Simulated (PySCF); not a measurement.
As₂, SMILES [As]#[As]. Heavy atoms are numbered as in [As:1]#[As:2].

Coordinates come from a PBE-D3(BJ)/def2-TZVP optimisation.

Level of theory: PySCF with KT2/pcSseg-2.

GIAO shieldings, no solvent; atoms alike by connectivity are averaged. δ = σ(ref) − σ: ⁷⁵As against AsH3 (σ = 1927.1 ppm), references at their B3LYP-D3(BJ)/def2-TZVP geometries, non-relativistic.

| nucleus | atoms | count | δ (ppm) |
|---|---|---|---|
| ⁷⁵As | As1 | 2 | 2281.1 |
